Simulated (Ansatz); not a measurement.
## A relaxation, step by step

SiNH4Cl3, singlet, PBE0-D4/def2-TZVP (Ansatz 0.2.0). Settings:

```yaml
hamiltonian: {xc: pbe0, dispersion: d4}
relax: {f_tol: 0.005, max_steps: 200}
```

Start, a step off a saddle point along its unstable mode:

```json
{"atom": "Si1", "x (Å)": "-0.5726", "y (Å)": "0.4635", "z (Å)": "-0.1492"}
{"atom": "H2", "x (Å)": "-1.2741", "y (Å)": "-0.9539", "z (Å)": "-0.1193"}
{"atom": "Cl3", "x (Å)": "-1.0507", "y (Å)": "0.6014", "z (Å)": "-2.1417"}
{"atom": "Cl4", "x (Å)": "-1.6925", "y (Å)": "0.9914", "z (Å)": "1.4883"}
{"atom": "Cl5", "x (Å)": "0.6839", "y (Å)": "2.2223", "z (Å)": "-0.1152"}
{"atom": "H6", "x (Å)": "0.1040", "y (Å)": "-1.2704", "z (Å)": "0.1533"}
{"atom": "N7", "x (Å)": "0.8740", "y (Å)": "-0.7180", "z (Å)": "0.2297"}
{"atom": "H8", "x (Å)": "1.3227", "y (Å)": "-0.5819", "z (Å)": "1.1386"}
{"atom": "H9", "x (Å)": "1.6053", "y (Å)": "-0.7544", "z (Å)": "-0.4845"}
```

| step | energy less the last (meV) | largest force component (eV/Å) |
| --- | --- | --- |
| 1 | 1520.9 | 4.302 |
| 3 | 771.9 | 1.545 |
| 5 | 587.4 | 0.501 |
| 7 | 546.8 | 0.073 |
| 9 | 546.3 | 0.012 |
| 11 | 546.0 | 0.005 |
| 13 | 545.5 | 0.060 |
| 15 | 541.9 | 0.225 |
| 17 | 528.7 | 0.327 |
| 19 | 463.5 | 0.486 |
| 21 | 238.4 | 0.423 |
| 23 | 20.3 | 0.147 |
| 25 (rejected trial) | 2.3 | 0.123 |
| 27 | 0.0 | 0.009 |
| 28 | 0.0 | 0.001 |

Step 9, positions (Å) and forces (eV/Å):

```tsv
atom	x	y	z	Fx	Fy	Fz
Si1	-0.716	0.419	-0.167	0.011	-0.003	0.003
H2	-1.467	-0.869	-0.158	-0.005	0.006	0.000
Cl3	-1.167	0.815	-2.156	-0.007	-0.002	-0.008
Cl4	-1.807	1.208	1.416	-0.011	0.001	0.005
Cl5	0.800	1.973	-0.064	0.005	-0.005	0.002
H6	0.619	-1.734	0.290	0.003	0.007	0.000
N7	0.871	-0.752	0.231	0.012	0.002	0.000
H8	1.295	-0.446	1.104	-0.004	-0.003	0.000
H9	1.572	-0.613	-0.494	-0.003	-0.002	-0.001
```

Step 17, positions (Å) and forces (eV/Å):

| atom | x | y | z | Fx | Fy | Fz |
| --- | --- | --- | --- | --- | --- | --- |
| Si1 | -0.726 | 0.430 | -0.073 | -0.157 | 0.113 | -0.116 |
| H2 | -1.488 | -0.844 | 0.075 | 0.070 | 0.024 | 0.099 |
| Cl3 | -1.055 | 0.635 | -2.118 | 0.043 | -0.026 | 0.175 |
| Cl4 | -1.977 | 1.416 | 1.293 | 0.056 | -0.056 | -0.126 |
| Cl5 | 0.786 | 1.973 | 0.069 | -0.020 | -0.034 | 0.053 |
| H6 | 0.666 | -1.756 | 0.067 | 0.028 | 0.327 | 0.040 |
| N7 | 0.893 | -0.762 | 0.160 | 0.233 | -0.258 | -0.074 |
| H8 | 1.317 | -0.595 | 1.077 | -0.102 | -0.035 | -0.320 |
| H9 | 1.583 | -0.498 | -0.549 | -0.151 | -0.054 | 0.269 |

Step 21, positions (Å) and forces (eV/Å):

```csv
atom,x,y,z,Fx,Fy,Fz
Si1,-0.738,0.463,0.068,-0.235,0.318,0.131
H2,-1.375,-0.780,0.623,0.314,0.321,0.049
Cl3,-0.949,0.454,-1.991,0.001,-0.089,0.191
Cl4,-2.308,1.686,0.817,0.135,-0.156,-0.267
Cl5,0.763,1.916,0.487,-0.216,-0.206,0.140
H6,0.665,-1.744,-0.191,0.062,0.226,-0.010
N7,0.934,-0.777,-0.002,0.188,-0.423,0.078
H8,1.416,-0.748,0.904,-0.203,0.013,-0.410
H9,1.593,-0.470,-0.714,-0.046,-0.004,0.097
```

Last step (28):

Si1  (-0.762, 0.535, 0.145)
H2  (-1.170, -0.556, 1.047)
Cl3  (-0.948, 0.277, -1.903)
Cl4  (-2.449, 1.750, 0.446)
Cl5  (0.685, 1.879, 0.772)
H6  (0.648, -1.707, -0.459)
N7  (0.952, -0.809, -0.097)
H8  (1.416, -0.952, 0.794)
H9  (1.627, -0.418, -0.746)
(Å)

The run took 3.4 min on 8 CPU threads of an Intel Xeon (shared host), with 0.68 GiB of host memory at its peak.
